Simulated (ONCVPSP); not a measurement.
**Which change was made? (Cs, ONCV)**

* Element: Cs
* Generator: ONCVPSP 4.0.1
* Type: optimised norm-conserving Vanderbilt (ONCV)
* Functional: PBEsol
* Relativity: scalar-relativistic
* Frozen core: [Kr] 4d10
* Valence charge: 9
* Reference configuration: 5s2 5p6 6s1
* Partial waves: 5s+6s: rc 3.20 bohr, ncon 4, nbas 8, qcut 4 1/bohr, 2 projectors; 5p: rc 2.20 bohr, ncon 5, nbas 9, qcut 3.1 1/bohr, 2 projectors, debl 3.8 Ha; d scattering state at 0.14 Ha: rc 2.45 bohr, ncon 4, nbas 8, qcut 4.4 1/bohr, 2 projectors, debl 0.4 Ha
* Local potential: polynomial inside 1.50 bohr (lpopt 5, dvloc0 4 Ha)
* Core correction: Teter function, fcfact 1.75, rcfact 1.4

In the d channel the program set the typed energies aside and used 0.050, 0.450 Ha.

Cutoffs, loose and tight: the cutoffs (Ha) at which the residual kinetic energy of the hardest occupied pseudo-wave falls to 1 and 0.1 mHa per electron. They do not see the model core or the augmentation charge, which bear on the density cutoff. Test errors are all-electron minus pseudo excitation energies from the reference, over the configurations 5s2 5p6 6s0; 5s2 5p6 6s0.5; 5s2 5p6 6s0 6p1; 5s1 5p6 6s1; variants that change the core or the reference have their own tests.

The base gives: outcome: generated, projector energies reset by the program; cutoff, loose: 32 Ha; cutoff, tight: 51 Ha; bound ghosts: none; GHOST(+) flags above zero: s; largest test error (meV): -229.

Problem. After one change the result is: outcome: generated, projector energies reset by the program; cutoff, loose: 3.9 Ha; cutoff, tight: 20 Ha; bound ghosts: none; GHOST(+) flags above zero: s; largest test error (meV): -329. Which change was it?
A. p: qcut 4
B. all radii but the core radius scaled by about 1.24 (s 3.98, p 2.74, d 3.04 bohr); local potential polynomial inside 1.86 bohr (lpopt 5, dvloc0 4 Ha)
C. functional PBE; d: rc 2.2, qcut 4.9
D. d: nproj 3

Solution. B. The others give: functional PBE; d: rc 2.2, qcut 4.9 → outcome: generated; cutoff, loose: 34 Ha; cutoff, tight: 51 Ha; bound ghosts: none; GHOST(+) flags above zero: s; largest test error (meV): -230 | d: nproj 3 → outcome: generated, projector energies reset by the program; cutoff, loose: 32 Ha; cutoff, tight: 51 Ha; bound ghosts: d; GHOST(+) flags above zero: s, d; largest test error (meV): -229 | p: qcut 4 → outcome: generated, projector energies reset by the program; cutoff, loose: 14 Ha; cutoff, tight: 47 Ha; bound ghosts: none; GHOST(+) flags above zero: s; largest test error (meV): -237.
